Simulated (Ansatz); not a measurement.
Input file for Ansatz (a first-principles code): R-B3LYP/def2-TZVPP on BrOV (SMILES [O]=[V][Br]), 2S+1 = 1, a spin state set in the input, which need not be the lowest.

Ansatz 0.2 input:
```yaml
crystal:
  periodic: [false, false, false]
  atoms:
    - {symbol: V, position_ang: [0.39247940, -0.22793027, 0.25292281]}
    - {symbol: O, position_ang: [1.42482947, -0.25386463, -0.93326395]}
    - {symbol: Br, position_ang: [-1.85047758, 0.52916650, 0.61002151]}
basis:
  gaussian:
    orbitals: def2-TZVPP
hamiltonian:
  xc: {name: B3LYP}
```

### Question
Predict the final total energy.

### Answer
-3593.4980 hartree.

### Question
How many basis functions does it have, and what does it roughly cost on one machine?

### Answer
143 functions; roughly 10 core-seconds.
